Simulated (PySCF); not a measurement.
CCl2, SMILES Cl[C]Cl (connectivity only; charge and spin as stated), neutral, multiplicity 1. The structure is a stationary point at PBE0-D3(BJ)/def2-TZVP. The isomer is the one that the SMILES or the coordinates give; other isomers of the formula were not compared.

TDA-B3LYP/def2-TZVPD in PySCF 2.14.0 puts the lowest singlet excitations at 2.57, 4.19, 5.48, 5.67, 6.53, 6.81 eV.

**Question.** What are the lowest excitation roots from ADC(2)/aug-cc-pVDZ run with PySCF? (An estimate is asked for; the answer gives what the named calculation found.)

**Answer.** 2.52, 4.21, 5.16, 6.25, 7.20, 7.44 eV. S1 differs by -0.05 eV (second minus first; roots are paired by order, and the bases may differ).
